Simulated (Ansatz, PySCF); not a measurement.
C4H9NSi, SMILES C#CCC[SiH2]N. Atoms are numbered in the order given.

```xyz
15

C      3.6223     0.7405    -0.3569
C      2.5768     0.2768     0.0432
C      1.2988    -0.2659     0.5035
C      0.0839     0.2555    -0.2922
Si    -1.5719    -0.4493     0.3064
N     -2.9816     0.0959    -0.5446
H      4.5514     1.1479    -0.7069
H      1.3398    -1.3686     0.4471
H      1.1765    -0.0270     1.5754
H      0.2102     0.0139    -1.3621
H      0.0469     1.3573    -0.2324
H     -1.7368    -0.0730     1.7431
H     -1.5108    -1.9365     0.1747
H     -3.1678    -0.2292    -1.4883
H     -3.3218     1.0440    -0.4176
```

The structure is a stationary point at B3LYP-D3(BJ)/def2-SVP. This is a generated structure with no PubChem entry under its InChIKey; it may be hypothetical. Other conformers were not sampled.

Two levels are set side by side: PBE-D3(BJ)/def2-SVP (Ansatz, a program for electronic structure) and B3LYP-D3(BJ)/def2-SVP (Ansatz). Each level has its own optimised geometry; the coordinates shown are those of the second. Frequencies come from the Hessian of PySCF at each geometry. Differences are taken from unrounded values.

```csv
quantity,B3LYP-D3(BJ),PBE-D3(BJ),PBE-D3(BJ) minus B3LYP-D3(BJ)
mean bond length (Å),1.311,1.320,0.008
bond C1–C2 (Å),1.212,1.223,0.012
bond C2–C3 (Å),1.463,1.462,-0.001
bond C3–C4 (Å),1.543,1.545,0.002
bond C4–Si5 (Å),1.897,1.905,0.008
bond Si5–N6 (Å),1.735,1.746,0.012
bond C1–H7 (Å),1.073,1.081,0.007
bond C3–H8 (Å),1.105,1.114,0.009
bond C3–H9 (Å),1.105,1.114,0.009
bond C4–H10 (Å),1.104,1.112,0.008
bond C4–H11 (Å),1.104,1.112,0.008
bond Si5–H12 (Å),1.494,1.508,0.013
bond Si5–H13 (Å),1.494,1.508,0.013
bond N6–H14 (Å),1.015,1.023,0.008
bond N6–H15 (Å),1.015,1.023,0.008
highest harmonic wavenumber (cm⁻¹),3661,3581,-80
mean harmonic wavenumber (cm⁻¹),1321,1286,-35
zero-point energy (kcal/mol),73.67,71.70,-1.97
```

GGA bonds tend to be longer and softer than those of functionals with exact exchange. Differences between two approximate levels are no errors against the true value.
